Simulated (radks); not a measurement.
Results of a calculation; reference values are marked as such.
The nuclear charge of the xenon ion Xe2+ is varied continuously with 52 electrons held in [Kr] 4d10 5s2 5p4. Code: a radial shooting solver on a logarithmic mesh with Libxc functionals. Model: scalar-relativistic Kohn-Sham, BLYP, spin-unpolarised, spherical densities, finite nucleus; Fermi nuclear charge, rms radius 4.7859 fm. By the Hellmann-Feynman theorem dE/dZ = E(electron-nucleus)/Z, the electronic potential at the nucleus (averaged over a nucleus of fixed radius). The scalar-relativistic energy here is not variational (the density holds large components alone), so the two differ by a part that grows with Z.

Z     E (hartree)  E(electron-nucleus)/Z (hartree)  HOMO  e(HOMO) (eV)  <r> HOMO (bohr)
53    -7116.42508                         -324.533    5p       -15.182            2.330
53.5  -7280.37832                         -328.764    5p       -20.605            2.203
54    -7446.47021                         -333.000    5p       -26.460            2.095
54.5   -7614.7042                         -337.243    5p       -32.723            2.002
55     -7785.0843                         -341.493    5p       -39.376            1.920

The central difference of E at Z = 54 is -334.326 hartree, to compare with the third column; the second derivative is -8.57 hartree.
